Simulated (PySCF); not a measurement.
Species: 1,1-difluoro-2-vinylcyclopropane, C₅H₆F₂.
Numbering: `[CH2:1]=[CH:2][C@@H:3]1[CH2:4][C:5]1([F:6])[F:7]` (hydrogens: H8, H9 on C1; H10 on C2; H11 on C3; H12, H13 on C4)

Method used: PBE0-D3(BJ)/def2-SVP geometry optimisation, gas phase in PySCF 2.14.0.

Q: Give the optimised bond lengths and angles.

A: 
```csv
bond,length (pm),order
C1=C2,133.4,double
C2–C3,147.4,single
C3–C4,154.7,single
C4–C5,146.8,single
C5–F6,133.7,single
C5–F7,133.9,single
C3–C5,148.6,single
C1–H8,109.2,single
C1–H9,109.5,single
C2–H10,109.6,single
C3–H11,109.5,single
C4–H12,109.2,single
C4–H13,109.3,single
```

Orders are formal, as drawn. A selection of angles:
```csv
angle,degrees
C2–C1–H8,121.3
C2–C1–H9,121.5
H8–C1–H9,117.2
C1–C2–C3,124.4
C1–C2–H10,119.6
C3–C2–H10,116.0
C2–C3–C4,120.2
C2–C3–C5,120.7
C2–C3–H11,116.0
C4–C3–C5,57.9
C4–C3–H11,114.9
C5–C3–H11,114.6
C3–C4–C5,59.0
C3–C4–H12,117.2
C3–C4–H13,116.9
C5–C4–H12,118.1
C5–C4–H13,117.4
H12–C4–H13,116.1
C4–C5–F6,119.8
C4–C5–F7,119.2
F6–C5–F7,110.0
C3–C5–C4,63.2
C3–C5–F6,119.1
C3–C5–F7,119.0
```

Dihedral angles: C1–C2–C3–C4 -142° (anticlinal); C2–C3–C4–C5 -109° (anticlinal); C3–C4–C5–F6 -110° (anticlinal); C2–C3–C5–C4 109° (anticlinal).

The C–C distances run from 1.334 Å (C1=C2, drawn double) to 1.547 Å (C3–C4, drawn single), a spread of 0.213 Å. The 3-membered ring C3–C4–C5 has internal angles of 57.9° to 63.2°. Of the pairs four or more bonds apart, F7···H10 is among the closest relative to their van der Waals radii: 2.63 Å, 98 % of the sum of Bondi's values.

Point group: C1 (no symmetry element, even within 0.4 Å). PBE0-D3(BJ)/def2-SVP frequencies: not computed here. The numbers are those of one conformer.
